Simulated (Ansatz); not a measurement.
Molecule: SbCl$_{2}$ (charge +1, singlet). It need not be the lowest isomer of its formula. SMILES: [Cl][Sb+][Cl]
Coordinates optimised at B3LYP-D3(BJ)/def2-TZVP (Ansatz, a program for electronic structure):
```
Sb
Cl 1 2.2740
Cl 1 2.2740 2 100.32
```
Charge +1, spin multiplicity 1.

Wanted: vertical triplet-singlet gap (E(triplet) - E(singlet); each state is the SCF solution reached for its spin), in kcal/mol. Correlated levels leave the core frozen unless marked. UHF or UKS for open shells. No spin-orbit coupling. The frozen core is the preceding noble-gas configuration, with the filled d and f shells of earlier blocks. In def2 rows, elements after Kr have scalar-relativistic effective core potentials. Basis-set limits of correlation are two-point, X^-3; Hartree-Fock from the larger set. The bracket is a focal-point correction in the basis named.

```tsv
level	program	vertical triplet-singlet gap (kcal/mol)
PBE/def2-TZVPD	Ansatz	62.1
r2SCAN/def2-TZVPD	Ansatz	[?]
PBE0/def2-TZVPD	Ansatz	61.0
B2PLYP/def2-TZVPD	Ansatz	63.7
SCS-MP2/def2-SVPD	Ansatz	64.3
RI-MP2/CBS(def2-TZVPPD,def2-QZVPPD)+[CCSD(T)-MP2]/def2-TZVPPD	Ansatz	63.9
```

Q: Some entries are withheld; supply them.

A: 
- r2SCAN/def2-TZVPD, vertical triplet-singlet gap (kcal/mol): 60.0
